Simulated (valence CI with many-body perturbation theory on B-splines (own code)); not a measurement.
**Dy XVIII: electric-dipole lines**

Method: relativistic CI+MBPT: three valence electrons over a frozen Dirac-Fock core [Kr] 4d10, radial functions for each j: 8 s, 8 p, 9 d, 9 f, 6 g, 3 h, 2 i, with the one-electron correlation potential Σ1, the two-electron term Σ2, the three-electron term Σ3, Breit, model QED; selected CI, second order for the rest (own B-spline code, finite nucleus).

No measured spectrum was set against this ion. As an estimate, terms of the open shell hold to a few per cent of their energy, and close levels can change places. Core correlation moves these levels by up to 39000 cm⁻¹, and in measured spectra 5 to 20 % of such shifts remained as error; rates that hang on mixing are uncertain with them.

Lines 51 to 100 of 202 in falling wavelength, among levels below 258660 cm⁻¹, chosen from the strongest by gf and those to the six lowest levels. Wavelengths and rates use the calculated energies, so an error of 2000 cm⁻¹ moves a line at 63.26 nm by 1.3 % and its rate by three times that or more. Electric multipoles are in the length gauge, E1 and E2 with the static RPA response of the core. Weak lines are less certain than strong ones. Lines between different terms over intervals too small for the method are left out, as are lines whose strength nearly cancels. Where a level lies close to another of its J and parity, the split of strength between their lines is uncertain. The highest levels of a list are the least certain.

Names give the largest LS component (configuration and term), which can be under half, so a name can repeat, a term be missing and a line seem to break the LS rules; names also repeat where a configuration has a term twice. Letters in brackets count levels of one name in rising energy.

```
λ vac (nm)          Upper             Lower   A (s⁻¹)  S (a.u.)
     63.26   4f²5s ²G_7/2       4f³ ⁴D°_5/2  4.28e+03  4.28e-06
     63.19   4f²5s ⁴H_9/2   4f³ ⁴G°_7/2 [a]  4.55e+03  5.67e-06
     62.74  4f²5s ²H_11/2      4f³ ²I°_11/2  4.01e+03  5.86e-06
     62.73  4f²5s ⁴H_13/2      4f³ ⁴G°_11/2  1.18e+04  2.02e-05
     62.11   4f²5s ²D_5/2   4f³ ²F°_5/2 [a]  2.53e+03  1.80e-06
     62.01   4f²5s ⁴F_5/2   4f³ ²D°_3/2 [a]  5.13e+03  3.62e-06
     61.73   4f²5s ²D_3/2   4f³ ²F°_5/2 [a]  2.43e+04  1.13e-05
     61.66   4f²5s ⁴F_9/2      4f³ ⁴G°_11/2  3.85e+03  4.46e-06
     61.60   4f²5s ⁴F_9/2   4f³ ²G°_9/2 [a]  5.66e+03  6.53e-06
     61.44   4f²5s ⁴P_5/2   4f³ ²F°_7/2 [a]  8.72e+03  5.99e-06
     61.19   4f²5s ²D_3/2   4f³ ²D°_3/2 [c]  5.96e+03  2.70e-06
     61.13   4f²5s ⁴F_5/2   4f³ ⁴G°_7/2 [b]  7.66e+03  5.18e-06
     60.56   4f²5s ⁴P_5/2   4f³ ²F°_5/2 [b]  5.79e+03  3.81e-06
     60.44   4f²5s ²H_9/2   4f³ ⁴G°_7/2 [b]  1.75e+03  1.91e-06
     60.25   4f²5s ⁴F_7/2       4f³ ⁴G°_9/2  1.05e+04  9.07e-06
     60.16  4f²5s ⁴H_11/2  4f³ ²H°_11/2 [a]  1.66e+03  2.14e-06
     60.15   4f²5s ²F_5/2       4f³ ²D°_5/2  3.16e+03  2.04e-06
     59.92   4f²5s ⁴H_7/2   4f³ ²H°_9/2 [a]  3.06e+02  2.60e-07
     59.88   4f²5s ²G_7/2   4f³ ²G°_9/2 [a]  1.81e+03  1.54e-06
     59.82   4f²5s ⁴P_1/2   4f³ ²D°_3/2 [c]  6.35e+03  1.34e-06
     59.54   4f²5s ⁴F_7/2   4f³ ⁴G°_7/2 [b]  4.81e+03  4.01e-06
     59.53   4f²5s ⁴F_3/2       4f³ ⁴G°_5/2  2.34e+04  9.76e-06
     59.26   4f²5s ²D_5/2       4f³ ⁴D°_7/2  8.54e+03  5.26e-06
     59.12   4f²5s ⁴F_5/2   4f³ ⁴G°_7/2 [a]  7.93e+03  4.85e-06
     59.09   4f²5s ⁴P_3/2   4f³ ²F°_5/2 [a]  1.77e+04  7.19e-06
     58.93  4f²5s ²H_11/2   4f³ ²G°_9/2 [a]  2.77e+03  3.35e-06
     58.82   4f²5s ⁴F_9/2   4f³ ⁴G°_7/2 [b]  1.37e+03  1.37e-06
     58.67   4f²5s ⁴H_9/2   4f³ ²H°_9/2 [a]  1.01e+03  1.01e-06
     58.62   4f²5s ⁴F_5/2       4f³ ⁴G°_5/2  4.72e+03  2.82e-06
     58.55   4f²5s ²F_7/2       4f³ ⁴D°_5/2  2.98e+03  2.36e-06
     58.36  4f²5s ²I_13/2  4f³ ²H°_11/2 [b]  2.02e+04  2.77e-05
     58.31  4f²5s ²I_11/2  4f³ ²H°_11/2 [b]  2.01e+04  2.36e-05
     58.19   4f²5s ²H_9/2  4f³ ²H°_11/2 [a]  1.09e+04  1.06e-05
     57.61   4f²5s ²H_9/2       4f³ ⁴F°_9/2  1.14e+04  1.07e-05
     57.59  4f²5s ⁴H_13/2  4f³ ²H°_11/2 [a]  6.53e+03  8.61e-06
     57.58   4f²5s ²F_5/2   4f³ ²D°_3/2 [a]  1.32e+04  7.48e-06
     57.42   4f²5s ²G_9/2      4f³ ⁴G°_11/2  5.68e+03  5.31e-06
     57.32   4f²5s ²D_3/2       4f³ ⁴D°_1/2  6.84e+03  2.54e-06
     57.06   4f²5s ⁴P_5/2   4f³ ²F°_5/2 [a]  2.75e+03  1.52e-06
     56.95   4f²5s ⁴F_9/2   4f³ ⁴G°_7/2 [a]  1.68e+03  1.54e-06
     56.88   4f²5s ²D_5/2   4f³ ²D°_3/2 [b]  4.64e+03  2.53e-06
     56.82   4f²5s ²F_5/2   4f³ ⁴G°_7/2 [b]  1.48e+04  8.02e-06
     56.79   4f²5s ⁴F_7/2       4f³ ⁴F°_9/2  2.92e+03  2.11e-06
     56.71   4f²5s ⁴F_5/2       4f³ ⁴F°_7/2  2.71e+03  1.46e-06
     56.69   4f²5s ⁴F_9/2  4f³ ²H°_11/2 [a]  1.71e+03  1.54e-06
     56.67   4f²5s ⁴F_3/2       4f³ ⁴F°_5/2  7.24e+03  2.60e-06
     56.57   4f²5s ²D_3/2   4f³ ²D°_3/2 [b]  8.43e+03  3.01e-06
     56.49   4f²5s ²D_5/2       4f³ ⁴D°_3/2  9.04e+03  4.82e-06
     56.42   4f²5s ²D_5/2       4f³ ⁴D°_5/2  1.32e+04  7.04e-06
     56.39  4f²5s ²I_11/2   4f³ ²H°_9/2 [b]  2.55e+04  2.71e-05
```
